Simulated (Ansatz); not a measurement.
Abridged output of a molecular run in Ansatz:

```
Functional definition: HF
1624 factors; integrals over basis functions are off by at most 1.1e-3 eV
mean field evaluation 1: about -23128.5438 eV, gradient 3.3e1 eV
mean field evaluation 2: about -23128.7725 eV, gradient 3.3e1 eV
mean field evaluation 4: about -23131.3745 eV, gradient 3.5e0 eV
mean field evaluation 8: about -23131.4305 eV, gradient 2.8e-1 eV
mean field -23131.43093580 eV, -850.0644078438 hartree, gradient 4.4e-6 eV, S^2 0.000000; 0 other end points of the search recorded, 0 dependent functions left out
12 core orbitals not correlated: weight in the atoms' cores, before any rotation towards them, 1.000 or more for the frozen orbitals, at most 0.000 for the correlated occupied ones
reference -23131.43093580 eV, -850.0644078438 hartree; 21, 21 occupied and 208, 208 virtual orbitals, 1624 factors
second order -31.82943160 eV of doubles, -0.00000000 eV of singles
cycle   1  -31.73566303 eV  change    9.4e-2 eV  update   1.2e-1
cycle   2  -32.48183267 eV  change   -7.5e-1 eV  update   3.6e-2
cycle   3  -32.63301595 eV  change   -1.5e-1 eV  update   1.9e-2
cycle   4  -32.61524240 eV  change    1.8e-2 eV  update   4.6e-3
cycle   5  -32.61080808 eV  change    4.4e-3 eV  update   2.1e-3
cycle   6  -32.61175454 eV  change   -9.5e-4 eV  update   6.4e-4
cycle   7  -32.61165133 eV  change    1.0e-4 eV  update   2.8e-4
cycle   8  -32.61148726 eV  change    1.6e-4 eV  update   8.1e-5
cycle   9  -32.61152100 eV  change   -3.4e-5 eV  update   3.1e-5
cycle  10  -32.61155071 eV  change   -3.0e-5 eV  update   1.1e-5
perturbative correction -1.11207728 eV, -0.0408680864 hartree
Total energy: -23165.15456380 eV, -851.3037283138 hartree
```

Its atoms:

```xyz
9

F     0.965   -1.312    1.079
C    -0.108   -0.485    1.233
F    -1.220   -1.264    1.281
Sn   -0.194    0.894   -0.477
S     0.036   -0.448   -2.446
H    -0.005    0.008    2.207
H    -1.704    1.672   -0.573
H     1.096    2.003   -0.326
H     1.133   -1.067   -1.978
```

Question: Which basis set was used?
A. def2-TZVPP
B. def2-QZVPP
C. def2-SVP
D. def2-TZVPPD

Answer: A. It gives 241 functions.

Question: Write the keys of the input that set method, charge and spin (a neutral closed shell needs none for the last two).

Answer: 
```yaml
correlation: {method: ccsd_t}
```
